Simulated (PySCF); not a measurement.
SnF3, SMILES [F][Sn]([F])[F], multiplicity 2. Geometry: r2SCAN-D4/def2-SVP. The spin state was assumed, not searched. The isomer is the one that the SMILES or the coordinates give; other isomers of the formula were not compared. The def2 effective core potentials stand for the cores of Sn; spin–orbit coupling is left out.

Computed equilibrium geometry at r2SCAN-D4/def2-SVP (PySCF confirms it by a frequency run) as Cartesian coordinates in Å, and its point group:
point group C3v.
```xyz
4

Sn     0.0000     0.0000     0.2706
F      1.5408    -0.8896    -0.5011
F     -1.5408    -0.8896    -0.5011
F      0.0000     1.7791    -0.5011
```
Charge 0, spin multiplicity 2.
